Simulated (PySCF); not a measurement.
Ga(OH)2(SiH3) (GaH5O2Si), SMILES [OH][Ga]([OH])[SiH3].

The structure is a stationary point at PBE-D3(BJ)/def2-SVP. The structure was generated by enumeration; whether it is a known compound was not checked. Other conformers were not sampled.

Method: PBE-D3(BJ)/def2-SVP (PySCF 2.14.0).

Frequencies are harmonic and unscaled.

A small imaginary wavenumber (i) marks a very flat motion, where grid noise or a shallow saddle decides the sign.

Computed normal modes with their intensities:
```json
[
 {"mode": "1", "ν (cm⁻¹)": "15i", "IR (km/mol)": "0.0", "moving atoms (share of kinetic energy)": "H 93 %"},
 {"mode": "2", "ν (cm⁻¹)": "99", "IR (km/mol)": "0.1", "moving atoms (share of kinetic energy)": "O 46 %, Si 20 %, Ga 19 %, H 14 %"},
 {"mode": "3", "ν (cm⁻¹)": "137", "IR (km/mol)": "1.4", "moving atoms (share of kinetic energy)": "Ga 42 %, O 38 %, H 15 %"},
 {"mode": "4", "ν (cm⁻¹)": "184", "IR (km/mol)": "35.4", "moving atoms (share of kinetic energy)": "O 70 %, H 14 %, Ga 9 %"},
 {"mode": "5", "ν (cm⁻¹)": "242", "IR (km/mol)": "0.0", "moving atoms (share of kinetic energy)": "H 95 %"},
 {"mode": "6", "ν (cm⁻¹)": "331", "IR (km/mol)": "10.6", "moving atoms (share of kinetic energy)": "Si 60 %, Ga 23 %, H 11 %"},
 {"mode": "7", "ν (cm⁻¹)": "339", "IR (km/mol)": "192.0", "moving atoms (share of kinetic energy)": "H 81 %, O 14 %"},
 {"mode": "8", "ν (cm⁻¹)": "468", "IR (km/mol)": "28.0", "moving atoms (share of kinetic energy)": "H 88 %, Si 10 %"},
 {"mode": "9", "ν (cm⁻¹)": "475", "IR (km/mol)": "14.0", "moving atoms (share of kinetic energy)": "H 88 %, Si 11 %"},
 {"mode": "10", "ν (cm⁻¹)": "642", "IR (km/mol)": "87.4", "moving atoms (share of kinetic energy)": "O 86 %, Ga 12 %"},
 {"mode": "11", "ν (cm⁻¹)": "676", "IR (km/mol)": "108.6", "moving atoms (share of kinetic energy)": "O 74 %, Ga 25 %"},
 {"mode": "12", "ν (cm⁻¹)": "716", "IR (km/mol)": "116.9", "moving atoms (share of kinetic energy)": "H 93 %"},
 {"mode": "13", "ν (cm⁻¹)": "793", "IR (km/mol)": "53.6", "moving atoms (share of kinetic energy)": "H 89 %"},
 {"mode": "14", "ν (cm⁻¹)": "828", "IR (km/mol)": "126.0", "moving atoms (share of kinetic energy)": "H 89 %"},
 {"mode": "15", "ν (cm⁻¹)": "902", "IR (km/mol)": "35.2", "moving atoms (share of kinetic energy)": "H 98 %"},
 {"mode": "16", "ν (cm⁻¹)": "904", "IR (km/mol)": "31.4", "moving atoms (share of kinetic energy)": "H 98 %"},
 {"mode": "17", "ν (cm⁻¹)": "2156", "IR (km/mol)": "43.4", "moving atoms (share of kinetic energy)": "H 99 %"},
 {"mode": "18", "ν (cm⁻¹)": "2172", "IR (km/mol)": "64.5", "moving atoms (share of kinetic energy)": "H 96 %"},
 {"mode": "19", "ν (cm⁻¹)": "2180", "IR (km/mol)": "68.1", "moving atoms (share of kinetic energy)": "H 96 %"},
 {"mode": "20", "ν (cm⁻¹)": "3732", "IR (km/mol)": "11.9", "moving atoms (share of kinetic energy)": "H 94 %"},
 {"mode": "21", "ν (cm⁻¹)": "3734", "IR (km/mol)": "60.2", "moving atoms (share of kinetic energy)": "H 94 %"}
]
```
